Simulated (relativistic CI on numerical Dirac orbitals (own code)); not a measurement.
## Slater and spin-orbit integrals, Tm XVI

These numbers are calculated, not measured: Dirac-Coulomb-Breit CI, orbitals from a KLI potential per configuration, model QED (radiative potential, 1s self-energy scaled to tabulated hydrogen-like ionisation energies), unscaled Slater integrals (own radial code, finite nucleus).

Slater integrals F^k, G^k are unscaled and averaged over j, outside the closed core [Ar] 3d10 4p6 4d10; ζ comes from projecting the Hamiltonian with its Breit term on Σ l·s of the shell.

- 4s²4f⁸: F^2(4f,4f) = 170340, F^4(4f,4f) = 109100, F^6(4f,4f) = 79160, ζ(4f) = 3407 cm⁻¹; <r>(4f) = 0.5907, <r^2>(4f) = 0.4118 (bohr units).
- 4s²4f⁶5s²: F^2(4f,4f) = 176260, F^4(4f,4f) = 113150, F^6(4f,4f) = 82178, ζ(4f) = 3680.8 cm⁻¹; <r>(4f) = 0.5742, <r^2>(4f) = 0.3881 (bohr units).
- 4s²4f⁷6s: F^2(4f,4f) = 174420, F^4(4f,4f) = 111910, F^6(4f,4f) = 81264, ζ(4f) = 3582.1, G^3(4f,6s) = 8120.4 cm⁻¹; <r>(4f) = 0.5794, <r^2>(4f) = 0.3954, <r>(6s) = 1.747, <r^2>(6s) = 3.383 (bohr units).

Averages of the first 5 configurations, taken without configuration mixing, which lowers the lowest level and can move excited configurations by several eV; other configurations of the list can lie among them:

```
Configuration  Parity  States  Average energy above the lowest level (eV)
       4s²4f⁸    even    3003                                        15.1
    4s²4f⁶5s²    even    3003                                        17.3
     4s²4f⁷6s     odd    6864                                       154.3
        4s4f⁹     odd    4004                                       493.0
         4f¹⁰    even    1001                                       973.4
```
